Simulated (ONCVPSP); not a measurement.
**What one change does to a pseudopotential (silicon, ONCV)**

- Element: silicon
- Generator: ONCVPSP 4.0.1
- Type: optimised norm-conserving Vanderbilt (ONCV)
- Functional: PBE
- Relativity: scalar-relativistic
- Frozen core: [He]
- Valence charge: 12
- Reference configuration: 2s2 2p6 3s2 3p1 (charge +1)
- Partial waves: 2s+3s: rc 1.10 bohr, ncon 5, nbas 9, qcut 9.4 1/bohr, 2 projectors; 2p+3p: rc 0.80 bohr, ncon 3, nbas 7, qcut 18.6 1/bohr, 2 projectors
- Local potential: polynomial inside 0.70 bohr (lpopt 4, dvloc0 3 Ha)
- Core correction: Teter function, fcfact 3, rcfact 1.25

Change: core correction Teter function, fcfact 4, rcfact 1.65.

Cutoffs: the cutoffs (Ha) at which the residual kinetic energy of the hardest occupied pseudo-wave falls to 1 and 0.1 mHa per electron; they do not see the model core or the augmentation charge, which bear on the density cutoff. Errors are all-electron minus pseudo energies relative to the spin-unpolarised reference configuration.

Task: Predict the effect on cutoff, ghosts and configuration errors.

Result: The potential gets neither clearly harder nor softer (125 Ha and 142 Ha → 125 Ha and 142 Ha); the errors of the 4 common tests hardly move; neither file shows a bound ghost. A model core, the more so a compact one, raises the density cutoff, which this test does not measure.

| quantity | base | changed |
| --- | --- | --- |
| cutoff, loose | 125 Ha | 125 Ha |
| cutoff, tight | 142 Ha | 142 Ha |
| bound ghosts | none | none |
| GHOST(+) flags under 300 eV | none | none |
| error for 2s2 2p6 3s2 3p2, meV [ΔE -7.74 eV] | +0.2 | +0.2 |
| error for 2s2 2p6 3s2 3p0, meV [ΔE 15.99 eV] | +0.7 | +0.7 |
| error for 2s2 2p6 3s1 3p0, meV [ΔE 49.96 eV] | -1.6 | -1.8 |
| error for 2s2 2p6 3s0 3p4, meV [ΔE 6.04 eV] | +0.7 | +0.6 |
| s: phases at 1.12 bohr within 0.05 rad from the reference energy up to (Ha; the scan ends near 5) | to the end of the scan | to the end of the scan |
| p: phases at 0.81 bohr within 0.05 rad from the reference energy up to (Ha; the scan ends near 5) | to the end of the scan | to the end of the scan |
| rms error of d²Exc/dni dnj with the model core, mHa | 1.96 | 2.11 |
